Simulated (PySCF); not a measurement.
**Os⁵⁷⁺: fine-structure interval**

Os⁵⁷⁺ [Ar] 3d1 [3d3/2^1, M_J = 3/2] → Os⁵⁷⁺ [Ar] 3d1 [3d5/2^1, M_J = 5/2], as a difference of total energies. Calculation: PySCF 2.14, in an uncontracted even-tempered set (15 s from 17 bohr⁻², ratio 2.8; 12 p from 22 bohr⁻², ratio 2.8; 8 d from 22 bohr⁻², ratio 2.8; 3 f from 67 bohr⁻², ratio 3); the two-component X2C-1e Hamiltonian. Correlated levels: [Ne] frozen; the 72 highest virtual spinors dropped. "Screened" scales the spin-orbit matrix elements by Boettger's factors to mimic the two-electron term; Breit and QED terms are absent.

```tsv
method	fine-structure interval (cm⁻¹)
GHF (screened spin-orbit)	711420
GMP2 (screened spin-orbit)	712130
GHF (bare spin-orbit)	820360
```
